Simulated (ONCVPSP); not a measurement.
# rhenium, ONCV: configuration errors across variants

rhenium, optimised norm-conserving Vanderbilt (ONCV), made with ONCVPSP 4.0.1 (LDA (Perdew-Wang 92), fully relativistic). Core [Kr] 4d10 4f14, reference 5s2 5p6 5d5 6s1.5 (charge +0.5). Waves: 5s+6s: rc 1.80 bohr, ncon 3, nbas 7, qcut 6.6 1/bohr, 2 projectors; 5p: rc 1.30 bohr, ncon 4, nbas 7, qcut 7.2 1/bohr, 2 projectors, debl 2.1 Ha; 5d: rc 2.15 bohr, ncon 4, nbas 8, qcut 5.9 1/bohr, 2 projectors, debl 1.7 Ha. Local part: polynomial inside 0.90 bohr (lpopt 5, dvloc0 2 Ha). Core correction: polynomial model core, fcfact 0.75.

Open shells are filled in proportion to 2j + 1.

All-electron excitation energies from the reference (eV): (1) 5s2 5p6 5d5 6s2 -3.901; (2) 5s2 5p6 5d5 6s1 5.611; (3) 5s2 5p6 5d5 6s0 22.283; (4) 5s2 5p6 5d5 6s1 6p1 0.916.

1 further variants failed, have other tests or too few solved ones, and are left out.

A true bound ghost makes a file unfit for plane-wave use even where its test errors are small: the radial tests pick states by their node count and pass the ghost by.

Errors AE − PS in meV (a dash: test not solved or not reliable):

```csv
change,(1),(2),(3),(4),bound ghosts,GHOST(+) flags above zero
base,-0.4,-0.3,-5.9,-0.4,"s, d3/2","p3/2, d5/2, p1/2"
"core correction polynomial model core, fcfact 0.64",-0.4,-0.3,-5.8,-0.4,"s, d3/2","p3/2, d5/2, p1/2"
"local potential polynomial inside 0.90 bohr (lpopt 5, dvloc0 -1.5 Ha)",-0.6,-0.6,-9.3,-0.6,"s, d3/2","p3/2, d5/2, p1/2"
core correction none,-0.1,+0.1,-0.4,-0.1,"s, d3/2","p3/2, d5/2, p1/2"
"local potential polynomial inside 1.20 bohr (lpopt 5, dvloc0 2 Ha)",-0.5,-0.5,-7.6,-0.5,none,"s, d5/2, d3/2"
"all radii but the core radius scaled by about 1.29 (s 2.32, p 1.68, d 2.78 bohr); local potential polynomial inside 1.16 bohr (lpopt 5, dvloc0 2 Ha)",-0.4,-0.7,-12,-0.8,none,s
d: rc 3.16,-0.3,-0.5,-11,-0.5,s,"p3/2, p1/2, d3/2"
```

Question: Give the same row for: s: qcut 10.

Answer: -0.2, -0.2, -3.0, -0.1; bound ghosts: s, d3/2; GHOST(+) flags above zero: p3/2, d5/2, p1/2.
